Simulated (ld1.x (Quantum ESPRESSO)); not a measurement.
## Before and after: TM semilocal potential for cerium

ld1.x (Quantum ESPRESSO) 7.5 input, shortened:

```
&input
   title='Ce', zed=58., rel=1, dft='WC', iswitch=3,
   config='[Xe] 4f1 5d1 6s1 6p0'
 /
 &inputp
   pseudotype=1, tm=.true., lloc=2,
   nlcc=.true., new_core_ps=.true.
 /
4
6S  1  0   1.00   0.00  3.70  3.70  0.0
5P  2  1   6.00   0.00  1.75  1.75  0.0
4F  4  3   1.00   0.00  1.25  1.25  0.0
5D  3  2   1.00   0.00  2.25  2.25  0.0
 &test
   configts(1)='4f1 5p6 5d1 6s1 6p0'
 /
```

Change: core [Kr] 4d10, valence charge 12; reference 4f1 5s2 5p6 5d0 6s0 6p0; waves now 5p (bound): rc 1.95 bohr; 5d (bound): rc 3.65 bohr; 4f (bound): rc 1.90 bohr; 5s (bound): rc 2.05 bohr; local potential the s channel; core correction none.

Cutoffs: the cutoffs (Ry, on a coarse ladder) from which the occupation-weighted sum of valence levels, in a spherical-Bessel basis at the reference potential, stays within 10 and 1 mRy of its value at 400 Ry; they do not see the model core or the augmentation charge, which bear on the density cutoff. Errors are all-electron minus pseudo energies relative to the spin-unpolarised reference configuration.

Problem. What does the change do?

Solution. The potential gets softer (180 Ry and 230 Ry → 100 Ry and 110 Ry); the number of tests that count goes from 7 to 6; neither file shows a bound ghost at the reference potential, the only one tested. In the semilocal form every listed channel keeps its own potential, so the choice of the local channel does not act on these tests. It acts once the file is put into the separable form. A semilocal file is local in each channel, so a ghost entry of none says nothing of the separable form that plane-wave codes build from it. Several settings change at once here, so the effects cannot be laid on one of them.

| quantity | base | changed |
| --- | --- | --- |
| cutoff, loose | 180 Ry | 100 Ry |
| cutoff, tight | 230 Ry | 110 Ry |
| bound ghosts | none | none |
| tests counted (converged, no solver errors) | 7 of 7 | 6 of 7 |

Base: These tests converged, but a pseudo level misses the all-electron one widely, so the file describes the atom poorly there or has found another state: 4f1 5p6 5d1 6s0 6p0: empty 6p by 7.0 eV; 4f1 5p6 5d0 6s0 6p0: empty 6p by 11.2 eV; 4f1 5p5 5d1 6s2 6p0: empty 6p by 4.4 eV. Changed file: Tests not counted: 4f1 5s2 5p6 5d1 6s1 6p1 (pseudo-atom not self-consistent, printed error -12.4 eV). These tests converged, but a pseudo level misses the all-electron one widely, so the file describes the atom poorly there or has found another state: 4f1 5s2 5p6 5d1 6s0 6p0: empty 6p by 7.0 eV.
